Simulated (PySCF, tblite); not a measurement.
Isomers of C4H7NOSi. Computed values, GFN2-xTB/tblite, gas phase, harmonic and unscaled. Against measured fundamentals such values can be off by several per cent, at times by over 20. Modes of hydrogen on silicon can be 10 to 20 % off. One conformer each.

Electronic energies: PBE0/pcSseg-1 single points on the GFN2-xTB geometries (PySCF, gas phase).

| SMILES | electronic energy, lowest = 0 (kJ/mol) |
| --- | --- |
| C#CCNC(=O)[SiH3] | 195.7 |
| N#C[C@@H]1C[C@H]1[SiH2]O | 0.0 |
| C#C/C=N\[SiH2]OC | 159.5 |
| CC(=O)[SiH2]CC#N | 58.2 |
| CO/C(C#N)=C\[SiH3] | 162.0 |
| C=C1[SiH2][C@H]1C(N)=O | 128.3 |
| C#C/C=N/[SiH2]OC | 159.9 |

Q: How do GFN2-xTB zero-point energies change the relative energies?

A: 
```tsv
SMILES	ZPE (kJ/mol)	of it from modes above 1550 cm⁻¹	electronic (kJ/mol)	with ZPE, lowest = 0 (kJ/mol)	lowest mode (cm⁻¹)	rings
N#C[C@@H]1C[C@H]1[SiH2]O	260.7	136.8	0.0	0.0	33	1
CC(=O)[SiH2]CC#N	255.2	141.9	58.2	52.7	34	0
C=C1[SiH2][C@H]1C(N)=O	257.8	145.7	128.3	125.4	65	1
C#C/C=N\[SiH2]OC	253.4	141.4	159.5	152.1	32	0
C#C/C=N/[SiH2]OC	252.6	141.0	159.9	151.8	52	0
CO/C(C#N)=C\[SiH3]	249.4	136.3	162.0	150.7	69	0
C#CCNC(=O)[SiH3]	247.7	140.6	195.7	182.7	20i	0
```

The zero-point energies span 13.0 kJ/mol, from `C#CCNC(=O)[SiH3]` to `N#C[C@@H]1C[C@H]1[SiH2]O`. Slightly imaginary modes are left out of the zero-point energy: `C#CCNC(=O)[SiH3]` 19.5i cm⁻¹. The lowest isomer stays, but the order above it changes.

Q: And how do the electronic energies of GFN2-xTB itself compare?

A: `N#C[C@@H]1C[C@H]1[SiH2]O` 0.0; `CC(=O)[SiH2]CC#N` 148.8; `C=C1[SiH2][C@H]1C(N)=O` 187.3; `C#C/C=N\[SiH2]OC` 58.5; `C#C/C=N/[SiH2]OC` 61.8; `CO/C(C#N)=C\[SiH3]` 163.5; `C#CCNC(=O)[SiH3]` 175.2 kJ/mol, lowest = 0. Against the energies above, taken from the same isomer `N#C[C@@H]1C[C@H]1[SiH2]O`, the largest difference is 101.0 kJ/mol.

Q: What do entropy and thermal enthalpy add at 298.15 K and 1 bar (rigid rotor, harmonic oscillator, one conformer each)?

A: 
| SMILES | point group | symmetry number | S (J/(mol K)) | H − H(0) (kJ/mol) | ZPE + H − H(0) − TS (kJ/mol) |
| --- | --- | --- | --- | --- | --- |
| N#C[C@@H]1C[C@H]1[SiH2]O | C1 | 1 | 382.4 | 24.99 | 171.7 |
| CC(=O)[SiH2]CC#N | C1 | 1 | 402.3 | 27.23 | 162.5 |
| C=C1[SiH2][C@H]1C(N)=O | C1 | 1 | 374.8 | 25.08 | 171.1 |
| C#C/C=N\[SiH2]OC | C1 | 1 | 409.6 | 28.02 | 159.3 |
| C#C/C=N/[SiH2]OC | C1 | 1 | 409.1 | 28.28 | 158.9 |
| CO/C(C#N)=C\[SiH3] | Cs | 1 | 398.9 | 27.37 | 157.9 |

Not tabulated: `C#CCNC(=O)[SiH3]` (lowest mode only 20i cm⁻¹).
